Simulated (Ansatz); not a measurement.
The cluster B8Sb8. The state is a singlet with charge 0. Geometry PBE-D4/def2-SVP.

```xyz
16

B     0.802   -0.593   -1.197
B    -1.473   -0.693   -1.600
B    -1.646   -2.358   -1.019
B     2.235    2.352    0.442
B     1.532    1.315    1.381
B    -1.661    0.063    2.309
B    -0.485    0.427   -1.019
B    -0.597   -1.388   -0.235
Sb   -0.199    2.398   -0.038
Sb    2.493    2.655   -1.674
Sb   -2.394   -2.165   -3.043
Sb    2.806    0.074   -0.370
Sb    0.470   -2.666   -2.082
Sb    0.712    0.429    3.240
Sb   -1.779    2.041    2.929
Sb   -0.818   -1.892    1.978
```

In the def2 sets Sb takes a core potential; there is no spin–orbit coupling. Single mean-field runs in def2-TZVP are fitted with def2-universal-jkfit. The restricted singlet is unstable towards broken spin symmetry in Hartree–Fock (as tested in another run); at PBE-D4/def2-SVP, PBE-D4/def2-TZVP, r2SCAN-D4/def2-TZVP, PBE0-D4/def2-SVP and others this wasn't settled. Another isomer (singlet) lies 3.32 eV lower at PBE0-D4/def2-TZVP; other spin states weren't run for this one.

Question: Estimate the orbital energies around the gap (eV) in Ansatz with PBE-D4/def2-SVP, PBE-D4/def2-TZVP, r2SCAN-D4/def2-TZVP, PBE0-D4/def2-SVP, PBE0-D4/def2-TZVP.

Answer: 
```csv
orbital,PBE-D4/def2-SVP,PBE-D4/def2-TZVP,r2SCAN-D4/def2-TZVP,PBE0-D4/def2-SVP,PBE0-D4/def2-TZVP
HOMO−5,-5.82,-5.84,-6.07,-6.65,-6.64
HOMO−4,-5.74,-5.77,-6.00,-6.63,-6.62
HOMO−3,-5.45,-5.47,-5.70,-6.35,-6.34
HOMO−2,-5.36,-5.39,-5.60,-6.17,-6.18
HOMO−1,-5.02,-5.05,-5.24,-5.78,-5.78
HOMO,-4.68,-4.72,-4.87,-5.31,-5.31
LUMO,-3.66,-3.70,-3.74,-3.27,-3.28
LUMO+1,-3.26,-3.29,-3.27,-2.75,-2.76
LUMO+2,-2.85,-2.92,-2.88,-2.28,-2.32
LUMO+3,-2.72,-2.80,-2.75,-2.10,-2.17
LUMO+4,-2.45,-2.52,-2.46,-1.85,-1.90
LUMO+5,-2.35,-2.43,-2.39,-1.74,-1.80
```
